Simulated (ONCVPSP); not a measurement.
## Building the ONCV potential for Au (LDA (Perdew-Wang 92), scalar-relativistic).

```
Element                 : gold (Au)
Generator               : ONCVPSP 4.0.1
Type                    : optimised norm-conserving Vanderbilt (ONCV)
Functional              : LDA (Perdew-Wang 92)
Relativity              : scalar-relativistic
Frozen core             : [Kr] 4d10 4f14
Valence charge          : 19
Reference configuration : 5s2 5p6 5d10 6s1
Partial waves           : 5s+6s: rc 1.50 bohr, ncon 4, nbas 7, qcut 10.7 1/bohr, 3 projectors, debl 0.7 Ha; 5p: rc 1.80 bohr, ncon 4, nbas 8, qcut 8.7 1/bohr, 2 projectors, debl 2.1 Ha; 5d: rc 1.50 bohr, ncon 4, nbas 9, qcut 6.8 1/bohr, 2 projectors, debl 3 Ha
Local potential         : polynomial inside 1.00 bohr (lpopt 1, dvloc0 0 Ha)
Core correction         : Teter function, fcfact 3, rcfact 1.2
```

In the p channel the program set the typed energies aside and used -2.207, 0.250 Ha.

All-electron outer shells of the reference configuration (LDA (PZ), scalar-relativistic, ld1.x):

```
shell  level (eV)  outermost node (bohr)  outermost maximum (bohr)
   5s     -108.78                   0.48                      0.84
   4f      -81.59                      –                      0.37
   5p      -60.06                   0.52                      0.96
   5d       -7.12                   0.56                      1.21
   6s       -6.09                   1.11                      2.32
```

What the tests gave:

```json
{
  "Cutoffs needed": "37 Ha and 43 Ha (the cutoffs (Ha) at which the residual kinetic energy of the hardest occupied pseudo-wave falls to 1 and 0.1 mHa per electron)",
  "Ghost test": "no bound ghost flagged; GHOST(+) flagged for s at 446.1 eV, s at 446.5 eV",
  "Largest excitation error": "-14 meV (all-electron minus pseudo) for 5s2 5p6 5d8 6s0, out of 4 test configurations",
  "rms error of d²Exc/dni dnj": "6.69 mHa without and 3.41 mHa with the model core"
}
```

Generation and tests took about 7.2 s on one core of a shared server CPU.
